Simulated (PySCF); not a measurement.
Run record: geometry optimisation, `[BH2-](C#C)[PH2+]B`.

Computed with PBE0-D3(BJ)/def2-SVP geometry optimisation, gas phase (PySCF 2.14.0). Start geometry: GFN2-xTB. The input is one job of a driver script: a line of settings, then coordinates in Å.

Command:
```bash
OMP_NUM_THREADS=1 python probes_run.py task.json out
```

Input:
```
{"job": {"xc": "PBE0", "basis": "def2-SVP", "d3": "d3bj", "grid": 1, "shake": 0.01, "kind": "geom"}, "charge": 0, "multiplicity": 1}
B     -1.852480     0.698650     0.071360
P     -0.873440    -0.726000    -0.448410
B      0.787120    -0.883720     0.582410
C      1.644060     0.367070     0.143250
C      2.258430     1.309880    -0.206180
H     -2.676470     0.602280     0.906610
H     -1.613160     1.777330    -0.364870
H     -1.621090    -1.865910    -0.416650
H     -0.608210    -0.670320    -1.782210
H      1.276570    -1.917390     0.235960
H      0.470480    -0.866250     1.747800
H      2.847870     2.146110    -0.478100
```

Output:
```
step   0  E = -470.86015210  max force = 0.077723
step   1  E = -470.87147025  max force = 0.007700
step   2  E = -470.87185211  max force = 0.001761
step   3  E = -470.87191053  max force = 0.001030
step   4  E = -470.87193715  max force = 0.000841
step   5  E = -470.87194927  max force = 0.000479
step   6  E = -470.87195723  max force = 0.000412
optimisation converged
```

Energies in Eh; «max force» is the largest Cartesian gradient component in Eh/bohr.

Question: How much energy does the optimisation release, in eV?

Answer: E(step 0) − E(last step) = 0.011805 Eh, which is 0.321 eV.

In short: final energy -470.87196 Eh after 6 steps; dipole 4.63 D.

Question: Give the final coordinates.

Answer: 0.065 Å rms from the input after alignment:
```
atom  x, y, z in Å
B1    -1.8714    1.0370    0.2587
P2    -0.8231   -0.4581   -0.2646
B3     0.8548   -0.5327    0.8226
C4     1.6446    0.7395    0.3995
C5     2.2270    1.7474    0.0376
H6    -2.6656    0.8911    1.1499
H7    -1.6476    2.1084   -0.2352
H8    -1.6212   -1.6205   -0.1470
H9    -0.5821   -0.3805   -1.6555
H10    1.3244   -1.6020    0.4647
H11    0.4416   -0.5497    1.9710
H12    2.7622    2.6280   -0.2663
```

Question: Estimate the wall time. Hardware: one thread of an Arm Neoverse V1, shared host with 32 logical CPUs at a one-minute load of 14. And the peak memory of the process?

Answer: About 29 s, with 0.45 GiB resident at the peak, the Python interpreter and its libraries included.
Labels such as C1 count atoms from 1, the log's own numbers from 0.
